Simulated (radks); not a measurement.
Neutral molybdenum inside a hard spherical wall (all orbitals vanish at R), configuration held at [Kr] 4d5 5s1 and not refilled when levels cross. All-electron calculation, scalar-relativistic Kohn-Sham, PBEsol, spin-polarised, spherical densities, finite nucleus; open shells are filled with parallel spins first (spin-orbit coupling, left out, can overturn this in heavy ions); Fermi nuclear charge, rms radius 4.4091 fm. Program: a radial shooting solver on a logarithmic mesh with Libxc functionals. Eigenvalues in eV for spin up, with the zero of energy where the potential of the charges vanishes at infinity; a dash marks a level that is unbound or too diffuse for the functional's potential to be trusted. A positive occupied level is held by the wall or, in an anion where self-interaction has pushed it up, behind a barrier. The pressure on the wall is -dE/dV.

\begin{tabular}{lrrrrrrrrr}
R (bohr) & E (hartree) & kinetic (hartree) & e(4s) & e(4p) & e(5s) & e(4d) & e(5p, empty) & e(6s, empty) & pressure (GPa) \\ \hline
free & -4046.55105 & 4171.887 & -64.758 & -39.050 & -4.664 & -4.574 & -1.265 & - & 0 \\
20 & -4046.55105 & 4171.887 & -64.758 & -39.050 & -4.664 & -4.574 & -1.265 & - & < 0.0001 \\
15 & -4046.55105 & 4171.887 & -64.758 & -39.049 & -4.664 & -4.574 & -1.258 & 0.325 & < 0.0001 \\
12 & -4046.55100 & 4171.887 & -64.752 & -39.044 & -4.659 & -4.569 & -1.218 & 0.948 & 0.000890 \\
10 & -4046.55058 & 4171.891 & -64.720 & -39.013 & -4.631 & -4.540 & -1.094 & 2.074 & 0.0123 \\
8 & -4046.54669 & 4171.921 & -64.529 & -38.824 & -4.451 & -4.370 & -0.626 & 4.952 & 0.178 \\
7 & -4046.53773 & 4171.977 & -64.215 & -38.515 & -4.128 & -4.094 & 0.015 & 8.042 & 0.713 \\
5 & -4046.41699 & 4172.558 & -61.810 & -36.192 & -1.122 & -1.966 & 4.711 & 25.210 & 15.2 \\
4 & -4046.07811 & 4173.913 & -57.939 & -32.516 & 5.329 & 1.748 & 13.536 & 51.358 & 91.9 \\
2 & -4033.02322 & 4219.029 & -12.350 & 15.440 & 146.74 & 60.856 & 172.12 & 397.85 & 17700 \\
1.5 & -4000.32015 & 4314.337 & 62.858 & 98.532 & 387.71 & 157.23 & 419.82 & 875.97 & 130000 \\
\end{tabular}
